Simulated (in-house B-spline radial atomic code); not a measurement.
Radial electron density of the barium ion Ba²⁺, [Kr] 4d10 5s2 5p6. Level of theory: scalar-relativistic (X2C) BLYP, spin-polarised, spherical fractional occupations, Fermi nucleus of rms radius 4.8378 fm; calculated with a radial B-spline atomic code at the basis-set limit.

One-electron X2C: radii and densities carry no picture-change correction, so inner-shell <1/r> comes out high (for 1s by about 2 % at Z = 33, 5 % at 54, 10 % at 75, 30 % at 118) and <r> low.

Columns: r (bohr), 4πr²n(r) (electrons per bohr), bar.

```
0.000669    1.937 #
0.000825    2.686 #
 0.00102    3.726 ##
 0.00125    5.079 ##
 0.00154    6.941 ###
  0.0019    9.443 ####
 0.00235    12.78 ######
 0.00289    16.99 ########
 0.00357    22.42 ##########
  0.0044    29.02 #############
 0.00542     36.8 #################
 0.00668    45.56 #####################
 0.00823     54.7 #########################
  0.0101    63.17 #############################
  0.0125    70.15 ################################
  0.0154    73.86 ##################################
   0.019    73.64 ##################################
  0.0234    70.03 ################################
  0.0289    65.37 ##############################
  0.0356    63.76 #############################
  0.0439    68.69 ################################
  0.0541       80 #####################################
  0.0667    91.89 ##########################################
  0.0822    95.47 ############################################
   0.101    87.06 ########################################
   0.125    73.56 ##################################
   0.154    69.36 ################################
    0.19    77.14 ####################################
   0.234    81.38 ######################################
   0.288    67.18 ###############################
   0.355    42.29 ###################
   0.438    28.59 #############
    0.54    30.77 ##############
   0.666    32.61 ###############
    0.82    24.78 ###########
    1.01    14.43 #######
    1.25    8.862 ####
    1.54    7.087 ###
    1.89     5.34 ##
    2.33    2.963 #
    2.88    1.114 #
    3.55   0.2794 
    4.37  0.04351 
    5.39 0.003609 
    6.64 0.0001473
```

On this grid the curve has 4 maxima, near 0.0154, 0.0822, 0.234, 0.666 bohr.

The 5s down radial function P(r) = rR(r), positive near the nucleus:

| r (bohr) | P |
| --- | --- |
| 0.000357 | 0.01735 |
| 0.000543 | 0.02421 |
| 0.000825 | 0.03356 |
| 0.00125 | 0.04609 |
| 0.0019 | 0.06267 |
| 0.00289 | 0.08363 |
| 0.0044 | 0.1082 |
| 0.00668 | 0.1325 |
| 0.0101 | 0.148 |
| 0.0154 | 0.1385 |
| 0.0234 | 0.08071 |
| 0.0356 | -0.03906 |
| 0.0541 | -0.1821 |
| 0.0822 | -0.2168 |
| 0.125 | -0.001524 |
| 0.19 | 0.305 |
| 0.288 | 0.1783 |
| 0.438 | -0.382 |
| 0.666 | -0.3368 |
| 1.01 | 0.52 |
| 1.54 | 0.9218 |
| 2.33 | 0.5076 |
| 3.55 | 0.1037 |
| 5.39 | 0.006167 |
